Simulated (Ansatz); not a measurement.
# Which isomer of CH3BBrFSi gives these data?

These gas-phase data were calculated for one isomer of CH3BBrFSi at r2SCAN-D4/def2-SVP (harmonic, unscaled wavenumbers; equilibrium rotational constants with average atomic masses):

- rotational constants: 7.351, 0.9636, 0.8519 GHz
- all wavenumbers above 1500 cm⁻¹: 3193, 2294, 2262

Candidates:

(1) `FB/C=[SiH]\Br`, a singlet
(2) `FB(Br)C=[SiH2]`, a singlet
(3) `FB/C=[SiH]/Br`, a singlet

**Question.** Which structure fits?

**Answer.** Candidate (2). No mode falls between 2350 and 2900 cm⁻¹, where the B–H stretch of (1), (3) would stand.

The same quantities for all candidates:

```tsv
	rotational constants (GHz)	wavenumbers above 1500 cm⁻¹	E above the lowest, r2SCAN-D4/def2-SVP (kcal/mol)
(1)	6.072, 0.9352, 0.8104	3148, 2595, 2278	1.5
(2)	7.351, 0.9636, 0.8519	3193, 2294, 2262	0.6
(3)	20.06, 0.689, 0.6661	3192, 2567, 2299	0.0
```

Each candidate is one conformer. Programs: Ansatz 0.2.0.
